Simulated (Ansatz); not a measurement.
Consider the ligand exchange at the In–C bond: `O[C]1([InH2])CC1` + dimethylamine → `C[N](C)[InH2]` + `OC1CC1`.

Calculated with Ansatz (gas phase, PBE0-D4/def2-TZVP geometries, no zero-point term in ΔE). CBS: MP2 limit from def2 TZ/QZ plus the TZ coupled-cluster correction, frozen cores. DFT in def2-TZVPP. def2 core potentials past Kr. For In outer-core shells are correlated without core-valence functions, which leaves a few kJ/mol of doubt a bond. Each species was taken in one conformer, which may not be the lowest.

```tsv
level	ΔE (kJ/mol)	difference from CCSD(T)/CBS
BLYP-D4	-61.5	-2.1
PBE0-D4	-54.6	4.8
ωB97M-V	-53.7	5.7
revPBE	-54.4	5.0
BLYP	-61.1	-1.7
r2SCAN	-59.7	-0.3
PBE0	-54.5	4.9
HF/def2-TZVPP	-55.3	4.1
SCS-MP2/def2-TZVPP	-58.8	0.6
HF/CBS(def2)	-55.7	3.7
CCSD(T)/CBS	-59.4	0
```

Largest T1 diagnostic among the species: 0.017.

At CCSD(T), def2-SVP lies −5.1 kJ/mol from the extrapolated value and def2-TZVPP +0.9 kJ/mol. From r2SCAN to r2SCAN0 (25 % exact exchange), in def2-TZVPP and without D4, ΔE moves by +3.1 kJ/mol. Leaving LDA and LC-ωPBE aside and taking each functional with its dispersion term where it has one, the values, not all of them listed here, spread over 8.2 kJ/mol, from B97M-V to ωB97M-V. LDA lies −6.5 kJ/mol from PBE without D4.

CCSD(T)/CBS has its own doubt, a few kJ/mol and more with outer-core shells, so smaller differences from it don't rank the levels.
